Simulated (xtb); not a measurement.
AlFH₄O₂SSi, SMILES [SiH2](F)[S][Al]([OH])[OH]. All values are semi-empirical tight-binding results from xtb (GFN2-xTB unless named), good for trends rather than for accurate numbers. The structure is a stationary point at GFN2-xTB. The structure was generated by enumeration; whether it is a known compound was not checked. One conformer was computed; it need not be the lowest.

For metal compounds this method's bond lengths and energies can be far off.

**Question.** Estimate the properties. (Estimate from the structure and the level; the computed values follow.)

**Answer.** 
```
Property                                      Result
-------------------------------------  -------------
orbital gap                                  3.54 eV
zero-point energy                      29.7 kcal/mol
G − E(el) at 298.15 K (modified RRHO)   7.2 kcal/mol
```
